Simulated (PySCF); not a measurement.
**C₆ coefficients of unlike pairs at PBE0**

Calculated with PySCF 2.14 from the dipole response of each species, C₆(A,B) = (3/π) ∫ α_A(iu) α_B(iu) du, in atomic units, from isotropic polarisabilities. For ions this is the dispersion term alone; charge-induced terms of lower order in 1/R come first.

```
species           configuration                                    basis      relativity  α (bohr³)  C₆ (like pair)
   Si³⁺           [Ne] 3s1 (2S)              aug-cc-pwCVQZ (10s9p7d5f3g)            none      7.343           14.00
     Mg           [Ne] 3s2 (1S)                  aug-cc-pVDZ-DK (5s4p2d)   spin-free X2C      74.32           666.0
     Nb       [Kr] 4d4 5s1 (6D)  aug-cc-pVDZ-PP with ECP28MDF (5s5p4d2f)  core potential      95.15            1055
    Kr⁺  [Ar] 3d10 4s2 4p5 (2P)  aug-cc-pVTZ-PP with ECP10MDF (6s5p4d2f)  core potential      10.88           66.62
```

**Question.** Estimate C₆ for Kr⁺ with Si³⁺.

**Answer.** The integral gives 28.68. The combination rule 2 C_A C_B / (C_A α_B/α_A + C_B α_A/α_B) gives 28.39 and the geometric mean 30.54.

No spin-orbit coupling is included.

The other pairs:

```
    pair     C₆
 Kr⁺, Nb  220.7
 Kr⁺, Mg  160.9
Nb, Si³⁺  116.0
Mg, Si³⁺  89.51
  Nb, Mg  830.5
```
